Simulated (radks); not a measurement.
Spherical quantum dot in the effective-mass picture: electrons in a hard-walled sphere of radius 3.5, all in effective atomic units (hartree* = m*/eps^2 hartree, bohr* = eps/m* bohr), one dielectric constant everywhere. Method: non-relativistic Kohn-Sham, LDA (Slater exchange, Perdew-Wang correlation), spin-polarised, spherical densities; computed with a radial shooting solver with Libxc functionals. Levels are named by radial order and angular momentum (1s, 1p, 1d, 2s, ...), and open shells are averaged over m. Results are scaled to m* = 0.03 and eps = 11.5, for which hartree* = 6.173 meV and bohr* = 20.29 nm.

N = 13, configuration 1s2 1p6 1d(up 5, down 0). This is the lowest configuration that the search found. Occupied and some empty levels:

| level | occupation | eigenvalue (meV) | <r> (nm) |
|---|---|---|---|
| 1s up | 1 | 31.898 | 44.72 |
| 1s down | 1 | 32.430 | 44.32 |
| 1p up | 3 | 33.456 | 47.52 |
| 1p down | 3 | 34.026 | 47.38 |
| 1d up | 5 | 35.972 | 49.65 |
| 1d down | 0 | 36.561 | 49.61 |
| 1f up | 0 | 39.311 | 51.34 |
| 1f down | 0 | 39.908 | 51.33 |
| 2s up | 0 | 40.197 | 32.54 |
| 2s down | 0 | 40.472 | 32.58 |
| 2p up | 0 | 44.752 | 37.45 |
| 2p down | 0 | 45.103 | 37.37 |

Energy (meV): total 254.928, kinetic 85.809, external 0, Hartree 201.81, exchange-correlation -32.696.
